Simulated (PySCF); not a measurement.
All values below come from PySCF with PBE-D3(BJ)/def2-TZVP // r2SCAN-D4/def2-TZVP. Isolated molecules, 0 K electronic values unless said otherwise. One relaxed conformer stands for a flexible species; it need not be the lowest. 

Reference species (SMILES): `[NH2][Ga]([NH2])[NH2]` (neutral, multiplicity 1).

```
Item     Value
----  --------
HOMO  -5.35 eV
LUMO  -0.69 eV
```

Changed species: `[NH2][GaH2]` (whole molecule; the reference has whole molecule).

Q: Give the shifts of the HOMO and LUMO.

A: the HOMO falls by 0.73 eV, to -6.08 eV; the LUMO drops by 0.79 eV, to -1.48 eV.
